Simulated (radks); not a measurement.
Task: All-electron atom: Ni4+ in [Ar] 3d6. Method: scalar-relativistic Kohn-Sham, LDA (Slater exchange, VWN5 correlation), spin-polarised, spherical densities, finite nucleus; open shells are filled with parallel spins first; Fermi nuclear charge, rms radius 3.7757 fm; computed with a radial shooting solver on a logarithmic mesh with Libxc functionals. Some entries of the table are withheld. Estimate them.

orbital  occ.  eigenvalue (eV)  <r^2> (bohr^2)  <1/r> (bohr^-1)
1s up       1        -8258.798        0.003948            28.04
1s down     1        -8258.768        0.003947            28.04
2s up       1        -1045.695         0.07119            6.053
2s down     1        -1042.873         0.07097            6.063
2p up       3        -909.6410         0.05715            5.948
2p down     3        -907.4689         0.05691            5.957
3s up       1        -174.5765          0.6112            1.952
3s down     1        -169.4640          0.6172            1.941
3p up       3        -134.8241          0.6703            1.820
3p down     3        -129.8263          0.6806            1.806
3d up       5         -70.7338          0.8579            1.535
3d down     1         -65.8860          0.9058            1.509
4s up       0         -47.3054           4.175           0.6959
4s down     0         -45.6970           4.353           0.6790
4p up       0         -37.7832           5.235           0.6191
4p down     0         -36.4930           5.506           0.6013
4d up       0         -24.2310           8.828           0.4827
4d down     0         -23.4509           9.449           0.4675
4f up       0         -15.1259             (1)              (2)
4f down     0         -14.8793             (3)              (4)

Result: 
(1) 4f up <r^2> (bohr^2): 16.25
(2) 4f up <1/r> (bohr^-1): 0.3048
(3) 4f down <r^2> (bohr^2): 17.16
(4) 4f down <1/r> (bohr^-1): 0.2946
